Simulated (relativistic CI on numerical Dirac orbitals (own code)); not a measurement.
# What each ingredient does to the levels of Hf69+

Base calculation: Dirac-Coulomb-Breit CI, separate exchange-only KLI orbitals for each configuration, model QED (radiative potential, 1s self-energy scaled to tabulated hydrogen-like ionisation energies), unscaled Slater integrals.

CI space (outside the closed core 1s2): 2s, 2p, 3s, 3p, 3d, 4s, 4p, 4d, 4f, 5s, 5p, 5d, 5f, 5g. Levels of other configurations are missing.

Variants: (1) P86 correlation estimate; (2) QED terms removed. Shifts of the energy above 2s 2S_1/2, in eV, for the lowest level and the first level of each name with at least 55 % of one term (blank where a level changes its place among those of its configuration and J or its character, or is not in the variant):

```
     Level     Base  Δ(1)   Δ(2)
 2s 2S_1/2      0.0   0.0    0.0
2p 2P°_1/2    185.5  -0.3  +17.3
2p 2P°_3/2   1513.6  -0.3  +15.9
 3s 2S_1/2  10467.8  +0.6  +13.5
3p 2P°_1/2  10517.9  +0.6  +18.6
3p 2P°_3/2  10913.8  +0.6  +18.2
 3d 2D_3/2  10925.9  +0.7  +19.1
 3d 2D_5/2  11038.6  +0.7  +18.8
 4s 2S_1/2  14054.5  +1.0  +16.7
4p 2P°_1/2  14074.8  +1.1  +18.9
4p 2P°_3/2  14240.8  +1.1  +18.7
 4d 2D_3/2  14245.9  +1.1  +19.0
 4d 2D_5/2  14293.7  +1.1  +18.9
4f 2F°_5/2  14293.9  +1.1  +19.1
```

At this charge energies of transitions that change n are usually good to better than 1 %, and those within a shell (Δn = 0) to a few per cent.

Ionisation energy from the two ground configurations alone: base 18500.9 eV; QED terms removed 18519.9 eV. The NIST ASD value (theoretical) is 18502.3 eV.
